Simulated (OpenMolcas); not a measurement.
# Ru3+: ligand-field states by method

Ru3+ with 6 ligands (chloride) in octahedral coordination (Oh) at 2.44 Å. A charge of +0.5 e stands 2.6 Å behind each ligand. Ligand basis ANO-RCC-VDZP.

```yaml
Program: OpenMolcas
Basis: ANO-RCC-VTZP [7s6p4d2f1g]
Scalar_Hamiltonian: DKH2, point nucleus
Active_space: 5 electrons in 5 orbitals (4d)
State_averaging: 2S+1 = 6 even, 1 root; 2S+1 = 4 even, 24 roots; 2S+1 = 2 even, 75 roots
Spin-orbit_coupling: state interaction with AMFI integrals over the reference wave functions
```

I. CASSCF
II. SS-CASPT2, IPEA 0.25 Eh, imaginary shift 0.1 Eh (closed shells correlated: 4s 4p and the ligand valence shells)
III. SS-CASPT2, IPEA 0.5 Eh, imaginary shift 0.1 Eh (closed shells correlated: 4s 4p and the ligand valence shells)

Spin-free states (labels of O, the rotations of Oh) in cm-1, each column counted from its own energy of the first state listed:

| State | Degeneracy | I | II | III |
| --- | --- | --- | --- | --- |
| 6A1 | 1 | 0 | 0 | 0 |
| 2T2 | 3 | 7518 | -10280 | -13760 |
| 2S+1 = 4 | 3 | 8805 | -1940 | -2850 |
| 2S+1 = 4 | 3 | 13795 | 1890 | 860 |
| 2S+1 = 2 | 3 | 18871 | 3840 | 2750 |
| 2A2 | 1 | 19793 | 4080 | 4370 |
| 2S+1 = 4 | 1 | 21419 | 13450 | 14330 |
| 2S+1 = 2 | 3 | 21420 | 6320 | 5190 |
| 4E | 2 | 22047 | 13330 | 14050 |
| 2E | 2 | 23256 | 7180 | 7170 |
| 2S+1 = 4 | 3 | 25786 | 16190 | 16840 |
| 4E | 2 | 27124 | 17080 | 17880 |

II puts a state of multiplicity 2 lowest, 10000 cm-1 below that state. III puts a state of multiplicity 2 lowest, 14000 cm-1 below that state.

From I to II, I's first state of another spin (2T2) moves from 7518 to -10280 cm-1, by about -18000 cm-1.

I: A least-squares ligand-field fit to the states below 45000 cm-1, each weighted by its degeneracy and with a free common offset, gives 10Dq = 15818 cm-1, B = 670 cm-1 and C = 2978 cm-1 (C/B = 4.45), with an rms deviation of 607 cm-1. The same method and metal basis give the free ion B = 912 cm-1 (fit to its terms below 60000 cm-1, rms deviation 26 cm-1), so the nephelauxetic ratio is β = 670 / 912 = 0.73; it hangs on how both fits weigh the states, and computed free-ion B values tend to be too large, so β mixes covalency with correlation.

χT at 300 K: I 4.32, II 0.67, III 0.66 cm3 K/mol.

Roots that are degenerate in the reference are averaged as groups; the widest CASPT2 spread within a group is 670 cm-1 (the 3-fold group of multiplicity 2 near 52400 cm-1 above the lowest state of its run, II). Shifts and gaps below about the spread of the groups concerned are not significant. Over all roots computed the reference weight is 0.63 to 0.65 in II, 0.64 to 0.66 in III; a low but even weight reflects the number of correlated electrons. The least metal-like active orbital is 81 % on the metal (Löwdin) and no ligand orbital is active, so the numbers are rough. Ligand-to-metal charge-transfer states are missing. With no ligand orbital active B as a rule stays too high, so bands that hang on it stand too high and its fall with covalency is understated. Without dynamic correlation the repulsion within the d shell is too large (B by tens of per cent), so at a given field states of lower spin stand too high (holds for I). This shell can be high or low spin here, a state of another spin lies low, and with metal d orbitals alone active their balance is uncertain, so the ground spin may be wrong (holds for I). With metal d orbitals alone the field can be off either way by tens of per cent (holds for I). An orbital triplet at a regular site is open to Jahn-Teller coupling, which can distort the site and quench the lowest spin-orbit gaps and is left out (holds for II; III). This shell can be high or low spin here, a state of another spin lies low, and with metal d orbitals alone active their balance is uncertain, so the ground spin may be wrong, although the usual error favours high spin (holds for II; III). These CASPT2 states fit no ligand-field parameters well, so their order and spin gaps are uncertain (holds for II; III). With one d shell and no ligand orbital active, 10Dq can be off by a tenth or more (holds for II; III). No measured value stands beside these numbers; the geometry was imposed, not optimised, and the real ion may take another.

A state without a sure symmetry label is named by its multiplicity alone.
